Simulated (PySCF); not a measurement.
Computed shifts of a molecule C₃H₇NOSi, PySCF with HF/pcSseg-1, GIAO, gas phase, equivalent atoms averaged, in ppm (number of nuclei): ¹³C: 106.5 (1), 88.8 (1), 48.7 (1). ²⁹Si: -47.1 (1). ¹⁵N: 23.0 (1). ¹H: 4.28 (1), 3.75 (3), 2.84 (1), 1.44 (2). References: ¹³C against TMS (σ = 192.6 ppm); ²⁹Si against TMS (σ = 393.8 ppm); ¹⁵N against NH3 (σ = 267.3 ppm); ¹⁷O against H2O (σ = 333.0 ppm); ¹H against TMS (σ = 31.99 ppm), references at their B3LYP-D3(BJ)/def2-TZVP geometries, non-relativistic. Geometry: B3LYP-D3(BJ)/def2-SVP. Other conformers were not sampled.

Question: Which molecule gave these data?
A) C/N=C1/OC[SiH2]1
B) C[C@@]1([SiH3])N=CO1
C) C[C@@H]1N=C[Si@@H]1O
D) C#C[Si@H](N)OC

Answer: D, C#C[Si@H](N)OC
